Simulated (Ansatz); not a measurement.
Geometry optimisation, RKS CAM-B3LYP/def2-SVP (Ansatz 0.2.0).

input.yaml

```yaml
crystal:
  periodic: [false, false, false]
  atoms:
    - { symbol: F, position_ang: [-0.4508, -1.0911, 1.4392] }
    - { symbol: In, position_ang: [0.1148, -0.5747, 0.108] }
    - { symbol: F, position_ang: [1.4743, -0.512, -0.1546] }
    - { symbol: S, position_ang: [0.0954, 1.2995, -0.4382] }
    - { symbol: H, position_ang: [-1.1839, 0.8045, -0.9958] }
basis:
  gaussian: { orbitals: def2-SVP }
hamiltonian:
  xc: cam_b3lyp
relax:
  f_tol: 0.015
  max_steps: 40
```

Command:

```bash
$ ansatz run input.yaml --threads 2 --pin off --max-ram 3072MiB --backend cpu --events-out ev --progress --plain --runs-dir out
```

Where does it end, and by what steps?

It converged. After 12 steps the energy has fallen by 20.365 eV; F3 moved furthest, 1.00 Å. The start is strongly strained (largest force component 66 eV/Å).

```
step  energy less start (eV)  largest force component (eV/Å)  accepted
   0                  0.0000                          65.902       yes
   1                -14.2326                          15.754       yes
   2                -18.0826                           5.985       yes
   3                -19.5404                           1.656       yes
   4                -20.1105                           0.511       yes
   5                -20.2657                           0.513       yes
   6                -20.2939                           1.120       yes
   7                -20.3571                           0.183       yes
   8                -20.3547                           0.372        no
   9                -20.3613                           0.046       yes
  10                -20.3647                           0.018       yes
  11                -20.3648                           0.031       yes
  12                -20.3654                           0.004       yes
```

```xyz
5
Properties=species:S:1:pos:R:3
F -0.730 -1.371 1.381
In 0.438 -0.390 0.179
F 2.264 -1.038 0.166
S -0.333 1.421 -1.127
H -1.588 1.305 -0.640
```

Time of the run: 31 s on 2 threads of Arm Neoverse V1, on a shared host, peak memory 0.22 GiB.
